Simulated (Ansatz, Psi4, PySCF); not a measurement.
C₆H₁₇NSi (SMILES CC(C)N([SiH3])C(C)C), singlet, at a GFN2-xTB geometry. Base run: R2SCAN/STO-3G (PySCF).

Input for PySCF:
```python
from pyscf import gto, scf, dft

mol = gto.Mole()
mol.atom = '''
    Si    0.00964820    2.16625247   -0.11292371
    N     0.03368939    0.46048960    0.10864243
    C    -1.24680180   -0.20758598    0.29880046
    C    -1.61127327   -1.23758448   -0.77067950
    C    -1.40986252   -0.80166207    1.70439986
    C     1.26802003   -0.25931968   -0.16572697
    C     1.42896375   -0.66552917   -1.63780508
    C     1.53443434   -1.45484154    0.74769233
    H     1.35141536    2.65930406    0.19228445
    H    -0.97309284    2.72043425    0.82002850
    H    -0.35783668    2.58710710   -1.47735882
    H    -1.99093873    0.59327979    0.21832880
    H    -0.99759884   -2.13088847   -0.69540584
    H    -2.65060839   -1.53269075   -0.63972578
    H    -1.49798871   -0.80844555   -1.76287201
    H    -0.89813748   -1.75257544    1.81011435
    H    -2.46668405   -0.96249847    1.90740423
    H    -1.01819018   -0.10606484    2.44218608
    H     2.06120301    0.47044616    0.03842959
    H     0.82065373   -1.52822017   -1.89047204
    H     1.14652456    0.16452664   -2.28061352
    H     2.46958356   -0.91581266   -1.83351432
    H     1.43041294   -1.16733728    1.79012338
    H     2.55435047   -1.79890332    0.58636856
    H     0.86514852   -2.28348513    0.53504263
'''
mol.basis = 'sto-3g'
mol.verbose = 4
mol.build()

mf = dft.RKS(mol)
mf.xc = 'r2scan'
mf.kernel()
```

The same geometry, method and basis name were run in Ansatz (an electronic-structure program) and Psi4 and PySCF, at each program's defaults and at the settings that a row names. The base is PySCF at its defaults. Differences at the defaults can come from grids, fitting, cores and function types together.

```json
[
 {"code and settings": "PySCF, defaults (exact integrals, its default grid, spherical functions)", "ΔE vs base (mEh)": "0.000", "basis functions": "61", "E (Eh)": "-576.04786", "SCF cycles": "9", "dipole (D)": "0.18"},
 {"code and settings": "Psi4, defaults (density fitting with its default set, its default grid, spherical functions)", "ΔE vs base (mEh)": "-3.689", "basis functions": "61", "E (Eh)": "-576.05155", "SCF cycles": "7", "dipole (D)": "0.18"},
 {"code and settings": "Ansatz, defaults (factorised integrals, its default grid, spherical functions)", "ΔE vs base (mEh)": "-0.438", "basis functions": "61", "E (Eh)": "-576.04830", "SCF cycles": "-", "dipole (D)": "-"},
 {"code and settings": "PySCF, density fitting with def2-universal-jkfit", "ΔE vs base (mEh)": "-3.064", "basis functions": "61", "E (Eh)": "-576.05093", "SCF cycles": "9", "dipole (D)": "0.18"},
 {"code and settings": "PySCF, fine grid", "ΔE vs base (mEh)": "-0.419", "basis functions": "61", "E (Eh)": "-576.04828", "SCF cycles": "9", "dipole (D)": "0.18"},
 {"code and settings": "Psi4, exact integrals, spherical functions, fine grid", "ΔE vs base (mEh)": "-0.289", "basis functions": "61", "E (Eh)": "-576.04815", "SCF cycles": "10", "dipole (D)": "0.18"},
 {"code and settings": "Ansatz, high accuracy", "ΔE vs base (mEh)": "-0.438", "basis functions": "61", "E (Eh)": "-576.04830", "SCF cycles": "-", "dipole (D)": "-"}
]
```
